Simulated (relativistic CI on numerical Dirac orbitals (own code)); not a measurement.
**Level scheme of Ti III**

Computed by Dirac-Coulomb-Breit CI, separate exchange-only KLI orbitals for each configuration, QED by a radiative potential, valence Slater integrals scaled by 0.85, configuration energies shifted to the measured levels that pair with them (semi-empirical) (own radial code, finite nucleus).

Configuration list (outside the closed core [Ne] 3s2): 3p6 3d2, 3p6 3d 4s, 3p6 3d 4p, 3p6 4s2, 3p6 3d 4d, 3p6 3d 5s, 3p6 4s 4p, 3p6 3d 5p, 3p6 3d 4f, 3p6 3d 5d, 3p6 3d 5f, 3p6 3d 5g, 3p5 3d3, 3p6 4p2, 3p6 4s 4d. Levels of other configurations are missing.

```tsv
No.	Configuration	Term	J	E (cm⁻¹)	%	Landé g	Lifetime (s)	jj configuration (%)
41	3p6 3d 5s	3D	3	134242.7	100	1.334	1.02e-09	3d5/2 5s (100)
42	3p6 3d 4d	1D	2	134565.3	50	1.008	8.67e-10	3d5/2 5s (42)
43	3p6 3d 5s	1D	2	135539.5	44	1.098	7.62e-10	3d5/2 5s (32)
44	3p6 3d 4d	3P	0	135563.4	99		7.13e-10	3d3/2 4d3/2 (64)
45	3p6 3d 4d	3P	1	135619.5	99	1.501	7.14e-10	3d5/2 4d3/2 (52)
46	3p6 3d 4d	3P	2	135744.7	79	1.400	7.17e-10	3d5/2 4d5/2 (71)
47	3p6 3d 4d	1G	4	136301.7	99	1.000	7.13e-10	3d5/2 4d3/2 (40)
48	3p6 4s 4p	3P°	0	137267.1	99		8.12e-10	4s 4p1/2 (99)
49	3p6 4s 4p	3P°	1	137487.8	99	1.501	8.12e-10	4s 4p1/2 (67)
50	3p6 4s 4p	3P°	2	137939.5	99	1.501	8.14e-10	4s 4p3/2 (99)
51	3p6 3d 4d	1S	0	139608.7	95		8.10e-10	3d5/2 4d5/2 (62)
52	3p6 3d 5p	1D°	2	147233.1	90	1.000	2.68e-09	3d3/2 5p1/2 (40)
53	3p6 3d 5p	3D°	1	147535.0	99	0.501	1.76e-09	3d3/2 5p1/2 (56)
54	3p6 3d 5p	3D°	2	147704.7	92	1.142	1.81e-09	3d3/2 5p3/2 (47)
55	3p6 3d 5p	3D°	3	147876.2	99	1.332	1.76e-09	3d5/2 5p3/2 (67)
56	3p6 3d 5p	3F°	2	147911.2	93	0.692	3.20e-09	3d3/2 5p1/2 (57)
57	3p6 3d 5p	3F°	3	148077.0	99	1.084	3.25e-09	3d3/2 5p3/2 (55)
58	3p6 3d 5p	3F°	4	148346.6	100	1.250	3.25e-09	3d5/2 5p3/2 (100)
59	3p6 3d 5p	3P°	0	149096.1	99		2.46e-09	3d3/2 5p3/2 (99)
60	3p6 3d 5p	3P°	1	149116.0	91	1.461	2.41e-09	3d3/2 5p3/2 (61)
61	3p6 3d 5p	3P°	2	149321.5	99	1.499	2.51e-09	3d5/2 5p3/2 (47)
62	3p6 3d 5p	1P°	1	149768.8	86	1.038	1.76e-09	3d5/2 5p3/2 (80)
63	3p6 3d 5p	1F°	3	149931.8	99	1.001	1.60e-09	3d5/2 5p1/2 (34)
64	3p6 3d 4f	1G°	4	158291.0	85	1.022	1.01e-09	3d3/2 4f7/2 (57)
65	3p6 3d 4f	3F°	2	158539.9	93	0.691	8.44e-10	3d3/2 4f5/2 (78)
66	3p6 3d 4f	3F°	3	158554.4	70	0.994	6.64e-10	3d3/2 4f7/2 (57)
67	3p6 3d 4f	3F°	4	158674.5	56	1.139	7.20e-10	3d5/2 4f7/2 (49)
68	3p6 3d 4f	1P°	1	158701.4	76	0.986	4.53e-10	3d3/2 4f5/2 (48)
69	3p6 3d 4f	3G°	3	158733.1	67	0.858	4.92e-10	3d3/2 4f5/2 (58)
70	3p6 3d 4f	3G°	4	158839.3	41	1.055	6.70e-10	3d5/2 4f7/2 (42)
```

Energies count from the lowest computed level; ° marks odd parity; lifetimes are radiative, by E1, M1, E2 decay to levels of this space only. Filled j subshells are mostly left out of the jj labels.

The mean weight of the leading LS term, summed over parents, in these 30 levels is 87 %, and that of the leading jj configuration (from the same eigenvectors) 62 %, so LS coupling describes them better.

Configurations whose levels could be paired with our table of measured levels were shifted onto them, all but the ground configuration, by the median error of their levels; single terms can still be off by 1,000 to 2,000 cm⁻¹ or more, and rates follow the energies as ν³ (E1, M1) or ν⁵ (E2). The others borrow a shift and can be off by several thousand cm⁻¹ or more. The fine structure of a lone outer electron comes out too small, for d and f at times inverted, and misplaced configurations move strength between like terms. 61 of the 64 excited levels that our extract of the measured tables holds in this range could be paired (the sources list more); they are missed by 174 cm⁻¹ on average and 2025 at most, after the shifts were fitted to these levels, and levels without a partner can miss by more.
